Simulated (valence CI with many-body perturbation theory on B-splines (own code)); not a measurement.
# Co²⁰⁺ in brief

Computed by relativistic CI+MBPT: five valence electrons over a frozen Dirac-Fock core [He], radial functions for each j: 9 s, 9 p, 8 d, 6 f, 3 g, 1 h, with the one-electron correlation potential Σ1, the two-electron term Σ2, the three-electron term Σ3, Breit, model QED; selected CI, second order for the rest (own B-spline code, finite nucleus).

No measured spectrum was set against this ion. As an estimate, levels of excited configurations hold to 0.05 to 0.15 % of their energy, terms of the ground configuration to about 0.5 %. Among the levels kept, up to 2100 cm⁻¹ of a level comes from second order outside the variational space, and about a tenth of that is noise between levels of different J, which matters for small intervals.

Names give the largest LS component (configuration and term), which can be under half, so a name can repeat, a term be missing and a line seem to break the LS rules; names also repeat where a configuration has a term twice.

Rates and lifetimes use the calculated energies. Strong lines usually hold to 10 to 20 %, long lifetimes can be off by a factor of two.

**Question.** What is the ground level?

**Answer.** 2s²2p³ ⁴S°_3/2, composition 84 % 2s²2p³ ⁴S° + 12 % 2s²2p³ ²P° + 3 % 2s²2p³ ²D°, g = 1.876.

**Question.** What are the static dipole polarisabilities of the lowest levels?

**Answer.** 2s²2p³ ⁴S°_3/2 0.00920 (tensor 0.00016); 2s²2p³ ²D°_3/2 0.00825 (tensor 0.0017); 2s²2p³ ²D°_5/2 0.00833 (tensor 0.00060); 2s²2p³ ²P°_1/2 0.00735 bohr³, of which the core gives 1.72e-05.

**Question.** What is the ionisation energy?

**Answer.** 1722.8 eV; NIST lists 1724 ± 3 eV (semi-empirical).

**Question.** Among levels below 8764.6 × 10³ cm⁻¹, which E1 lines absorb most strongly from the ground level?

**Answer.** to 2s²2p²3d ⁴P_3/2 at 1.174 nm, f = 0.480; to 2s²2p²3d ⁴P_5/2 at 1.176 nm, f = 0.442; to 2s²2p²3d ²F_5/2 at 1.181 nm, f = 0.204.

**Question.** How well does LS coupling describe the low levels?

**Answer.** Among the lowest 20 levels the leading LS term, summed over configurations, holds 86 % on average. For single configurations the figures are 86 % in LS and 79 % in jj coupling. Terms mix most in the J = 3/2 level at 7986.0 × 10³ cm⁻¹, where the leading one holds 63 %.

**Question.** Name the longest-lived excited levels whose lifetime is computed, and their main decay.

**Answer.** 2s²2p³ ²D°_5/2 at 191.83 × 10³ cm⁻¹ lives 324 μs, mostly by M1 to 2s²2p³ ⁴S°_3/2; 2s²2p³ ²D°_3/2 at 147.26 × 10³ cm⁻¹ lives 39.5 μs, mostly by M1 to 2s²2p³ ⁴S°_3/2; 2s²2p³ ²P°_1/2 at 280.66 × 10³ cm⁻¹ lives 17.7 μs, mostly by M1 to 2s²2p³ ⁴S°_3/2.

**Question.** Where does the other parity begin?

**Answer.** At 2s2p⁴ ⁴P_5/2, 799.09 × 10³ cm⁻¹.
